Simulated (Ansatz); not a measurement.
Program: Ansatz. Geometries: PBE0-D4/def2-TZVP. ΔE: electronic, gas phase. CBS: MP2 limit from def2 TZ/QZ plus the TZ coupled-cluster correction, frozen cores. Functionals use def2-TZVPP. B3LYP here is the variant with VWN-RPA as its local correlation; programs differ in this. For Ga outer-core shells are correlated without core-valence functions, which leaves a few kJ/mol of doubt a bond. Scalar relativity is left out up to krypton. One conformer a species, not always the lowest.

Consider the formal exchange of groups at a Ga–Si bond: `[CH3][AlH][O][SiH2][GaH2]` + `FC[SiH3]` → `F[CH]([SiH3])[GaH2]` + `[CH3][AlH][O][SiH3]`.

(1) Is it downhill or uphill in electronic energy at CCSD(T)/CBS, and by how much? (An estimate is asked.)

(2) What do these levels give: revPBE-D4, BLYP-D4, B3LYP-D4, BHLYP-D4, CAM-B3LYP-D4, B2PLYP, BLYP, PBE0, r2SCANh, LC-ωPBE, MP2/def2-TZVPP, HF/CBS(def2)? (An estimate is asked.)

Largest T1 diagnostic among the species: 0.013.

Results:

(1) The calculation gave: Uphill: ΔE = +3.9 kcal/mol.

(2) Ansatz gave: revPBE-D4 6.1, BLYP-D4 5.1, B3LYP-D4 5.3, BHLYP-D4 5.2, CAM-B3LYP-D4 4.7, B2PLYP 4.6, BLYP 5.9, PBE0 6.8, r2SCANh 5.3, LC-ωPBE 5.3, MP2/def2-TZVPP 2.8, HF/CBS(def2) 5.3 kcal/mol.

In def2-TZVPP, CCSD(T) changes the Hartree–Fock value by −1.3 kcal/mol (the triples alone add −0.3 kcal/mol) and MP2 by −2.7 kcal/mol. Leaving LDA and LC-ωPBE aside and taking each functional with its dispersion term where it has one, the values, not all of them listed here, spread over 2.3 kcal/mol, from ωB97M-V to HSE06-D4. LDA lies −1.2 kcal/mol from PBE without D4.
